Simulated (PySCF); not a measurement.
Job file and geometry (Å, from GFN2-xTB) of an NMR shielding run on `[SiH2]1[C@H](B)CC12COC2`, C$_{5}$H$_{11}$BOSi, PySCF 2.14.0, density-fitted response routines, GIAO PBE0/pcSseg-1 NMR shielding, non-relativistic, gas phase; density fitting, a coarse starting grid and PySCF grid level 2 are the driver's defaults:

```
$ OMP_NUM_THREADS=1 python probes_run.py task.json out

{"job": {"kind": "nmr", "xc": "PBE0", "basis": "pcSseg-1"}, "charge": 0, "multiplicity": 1}
B      2.798130     0.438449    -0.039586
C      1.509189    -0.221707    -0.547809
C      0.240650     0.604860    -0.851276
C     -0.756344    -0.027906     0.134303
C     -1.705572     0.869312     0.937099
O     -2.845646     0.134093     0.492531
C     -2.053611    -0.652945    -0.396004
Si     0.614957    -1.083312     0.946628
H      3.779861    -0.196083     0.033938
H      2.799651     1.550108     0.328094
H      1.671174    -0.984597    -1.309819
H      0.391135     1.661155    -0.628341
H     -0.080162     0.519864    -1.890277
H     -1.604572     0.847463     2.026059
H     -1.743047     1.910816     0.596531
H     -2.194002    -1.724304    -0.225441
H     -2.276885    -0.420669    -1.444308
H      0.472341    -2.537833     0.864286
H      0.972948    -0.677513     2.305817
```

Task: What does the program print?

Result: 
```
coarse grid: 16048 points
cycle   1  E = -585.9580972061  dE =  1.018e+00  |g| = 6.390e-01  |ddm| = 3.887e+00
cycle   2  E = -585.8750461263  dE =  8.305e-02  |g| = 9.236e-01  |ddm| = 1.391e+00
cycle   3  E = -586.0462437260  dE = -1.712e-01  |g| = 7.747e-02  |ddm| = 8.727e-01
cycle   4  E = -586.0471363876  dE = -8.927e-04  |g| = 3.650e-02  |ddm| = 8.330e-02
cycle   5  E = -586.0474508326  dE = -3.144e-04  |g| = 9.931e-03  |ddm| = 4.469e-02
cycle   6  E = -586.0474726421  dE = -2.181e-05  |g| = 3.275e-03  |ddm| = 1.280e-02
cycle   7  E = -586.0474754427  dE = -2.801e-06  |g| = 3.835e-04  |ddm| = 3.577e-03
final grid: 149480 points
cycle   8  E = -586.1059638524  dE = -3.536e-05  |g| = 1.206e-02  |ddm| = 3.402e-02
cycle   9  E = -586.1059290157  dE =  3.484e-05  |g| = 1.805e-02  |ddm| = 2.196e-02
cycle  10  E = -586.1059940372  dE = -6.502e-05  |g| = 1.403e-03  |ddm| = 1.349e-02
cycle  11  E = -586.1059944691  dE = -4.320e-07  |g| = 2.291e-04  |ddm| = 1.388e-03
cycle  12  E = -586.1059944801  dE = -1.092e-08  |g| = 6.554e-05  |ddm| = 2.824e-04
cycle  13  E = -586.1059944810  dE = -9.809e-10  |g| = 2.380e-05  |ddm| = 8.731e-05
converged SCF energy = -586.1059944810

GIAO shielding tensors (ppm)
atom      isotropic    diamagn.    paramagn.     s11        s22        s33       span
  0 B       26.240     191.044    -164.804    -46.270     -0.236    125.226    171.496
  1 C      147.043     258.320    -111.277     95.148    163.500    182.480     87.332
  2 C      141.222     247.504    -106.282    126.466    133.066    164.134     37.668
  3 C      155.196     249.084     -93.888    141.411    157.125    167.052     25.641
  4 C      101.180     246.589    -145.409     76.915     81.623    145.002     68.087
  5 O      328.491     398.667     -70.176    255.431    362.441    367.599    112.168
  6 C      100.221     246.516    -146.295     76.490     82.507    141.666     65.176
  7 Si     379.182     881.135    -501.952    331.373    367.498    438.676    107.303
  8 H       24.864      28.868      -4.004     18.756     27.134     28.703      9.947
  9 H       24.696      29.658      -4.962     17.436     27.269     29.383     11.947
 10 H       28.335      31.603      -3.268     24.677     27.556     32.771      8.094
 11 H       28.840      32.770      -3.929     25.575     27.958     32.986      7.411
 12 H       28.929      32.167      -3.238     25.494     28.047     33.246      7.752
 13 H       26.887      30.134      -3.247     24.020     26.620     30.020      6.000
 14 H       26.883      30.474      -3.591     23.708     27.218     29.722      6.014
 15 H       26.676      30.021      -3.344     23.891     26.372     29.766      5.874
 16 H       26.829      30.481      -3.653     23.785     27.117     29.583      5.798
 17 H       26.840      29.982      -3.142     24.079     24.736     31.705      7.626
 18 H       27.122      30.021      -2.899     24.802     25.356     31.208      6.407
```

Size and cost of the density-fitted run: 198 basis functions, 58 s wall time on 1 thread of an Intel Xeon Platinum 8259CL, shared host; peak memory 0.88 GiB.
